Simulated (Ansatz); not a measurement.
Basis-set extrapolation for `O=C([SiH3])S` (PBE0-D4/def2-TZVP geometry, frozen core, Ansatz). Multiplicity 1, RHF reference.

```json
{"": "HF", "def2-TZVPP": "-801.576793", "def2-QZVPP": "-801.602278"}
{"": "MP2 correlation", "def2-TZVPP": "-0.689790", "def2-QZVPP": "-0.743422"}
{"": "CCSD(T) correlation", "def2-TZVPP": "-0.762050", "def2-QZVPP": "not run"}
```

Energies in hartree. Use E(X) = E(∞) + A·exp(−7.88·√X) for Hartree–Fock and E(X) = E(∞) + B·X^(−2.97) for correlation, with X = 3 and 4, and add CCSD(T) minus MP2 of the smaller set to the MP2 limit.

**Question.** What is the CCSD(T) energy at the basis-set limit?

**Answer.** HF limit: -801.602278 + (-0.025485) × 0.13774 = -801.60579. MP2 limit: -0.743422 + (-0.053632) × 0.74074 = -0.78315. Higher-order term: -0.762050 − (-0.689790) = -0.07226. Total: -802.46120 hartree, 321.2 kJ/mol below CCSD(T)/def2-TZVPP.
